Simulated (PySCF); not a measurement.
System: CH6NSi (charge 0, doublet). It need not be the lowest isomer of its formula. SMILES: [SiH3][N]C
Structure (B3LYP-D3(BJ)/def2-TZVP (Ansatz) minimum search):
```xyz
9

Si    -0.6031    -0.3232    -0.8507
N      0.4955     0.5993     0.1352
C      0.8091     0.2630     1.4835
H      1.0814     1.1557     2.0558
H      0.0357    -0.3005     2.0234
H      1.7121    -0.3703     1.4729
H      0.2134    -1.0913    -1.8240
H     -1.4665     0.6278    -1.5863
H     -1.4562    -1.2702    -0.0799
```
Charge 0, spin multiplicity 2.

Dispersion corrections to the total energy (kcal/mol) from the dftd3 and dftd4 libraries through PySCF: D3(BJ) without and D4 with the three-body term, each with the damping fitted for the functional named.

```tsv
functional	D3(BJ)	D4
TPSSh	-3.91	?
BHLYP	-4.66	-3.69
PW6B95	-1.69	?
HF	?	-12.09
B2GP-PLYP	-2.21	-1.31
HSE06	-2.19	-2.45
LC-wPBE	-3.17	-3.52
```

Q: Some entries are withheld; supply them.

A: 
- TPSSh, D4: -3.89
- PW6B95, D4: -2.80
- HF, D3(BJ): -29.09
